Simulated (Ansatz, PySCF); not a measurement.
O$_{2}$, charge +1, doublet, at a GFN2-xTB geometry (a state made from the parent by changing its charge; the spin is typed, not shown lowest). Base run: PySCF with CCSD(T)/STO-3G.

PySCF was given this input:
```python
from pyscf import gto, scf, cc

mol = gto.M(
    atom='''
O    -0.000000   -0.000000   -0.549573
O     0.000000    0.000000    0.549573
''',
    basis='sto-3g',
    charge=1,
    spin=1,
    verbose=4,
)

mf = scf.UHF(mol)
mf.kernel()

mycc = cc.CCSD(mf)
mycc.kernel()
et = mycc.ccsd_t()
print('E(CCSD(T)) = %.10f' % (mycc.e_tot + et))
```

The same geometry, method and basis name were run in Ansatz (a first-principles code) and PySCF, at each program's defaults and at the settings that a row names. The base is PySCF at its defaults. Differences at the defaults can come from grids, fitting, cores and function types together.

| code and settings | ΔE vs base (mEh) | basis functions | E (Eh) | SCF cycles |
|---|---|---|---|---|
| PySCF, defaults (exact integrals, spherical functions, all electrons correlated) | 0.000 | 10 | -147.36886 | 6 |
| Ansatz, defaults (factorised integrals, spherical functions, frozen core) | 0.180 | 10 | -147.36868 | - |
| PySCF, frozen core | 0.178 | 10 | -147.36868 | 6 |
| Ansatz, high accuracy, frozen core | 0.178 | 10 | -147.36868 | - |

Open shells are given as the SCF converged; they aren't shown to be the lowest states, and a large step between rows can be another state.
